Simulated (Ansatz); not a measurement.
Born–Oppenheimer molecular dynamics of CH7FO2Si2 (13 atoms, charge 0, multiplicity 1). It starts from a relaxed structure.

Computed with RKS PBE-D4/STO-3G in Ansatz 0.2.0.

| Item | Value |
| --- | --- |
| ensemble | NVT, Langevin thermostat |
| time step | 0.25 fs |
| steps asked | 266 |
| set temperature | 400 K |
| friction | 0.05 /fs |
| temperature schedule | 66 steps to 400 K, then 200 steps to 10 K |
| seed | 624785 |

First frame:

```xyz
13
Properties=species:S:1:pos:R:3
O -0.918 -0.460 -2.063
C -0.105 -0.222 -0.856
O -0.674 -1.087 0.205
Si 0.492 -1.370 1.460
Si -0.079 1.697 -0.432
F 0.860 2.068 0.884
H -1.870 -0.269 -1.690
H 0.929 -0.552 -1.166
H -0.148 -2.299 2.378
H 0.838 -0.135 2.164
H 1.726 -1.942 0.924
H 0.429 2.413 -1.605
H -1.460 2.123 -0.189
```

(1) How far do the bonds stretch over the last three quarters of this one trajectory? (Pairs bonded in most of those frames.)

## Answers

(1) 
```csv
bond,mean (Å),spread (Å),shortest,longest
O1–C2,1.478,0.028,1.43,1.51
O1–H7,1.039,0.016,1.01,1.07
C2–O3,1.476,0.030,1.41,1.53
C2–Si5,1.973,0.022,1.94,2.01
C2–H8,1.135,0.014,1.11,1.16
O3–Si4,1.735,0.037,1.68,1.79
Si4–H9,1.466,0.035,1.39,1.54
Si4–H10,1.470,0.027,1.42,1.52
Si4–H11,1.468,0.033,1.41,1.52
Si5–F6,1.665,0.030,1.62,1.71
Si5–H12,1.469,0.026,1.43,1.52
Si5–H13,1.473,0.037,1.40,1.53
```

Mean temperature of the second half: 221 K. The schedule's set-point averaged 140 K over the second half and the system 221 K, so it lags behind the ramp. A run of 0.067 ps of so small a system gives no equilibrium averages. Limits of this set-up: minimal basis.

Time of the run: 5.6 min on 1 thread of Intel(R) Xeon(R) 6975P-C (Granite Rapids), on a shared host, peak memory 0.11 GiB.
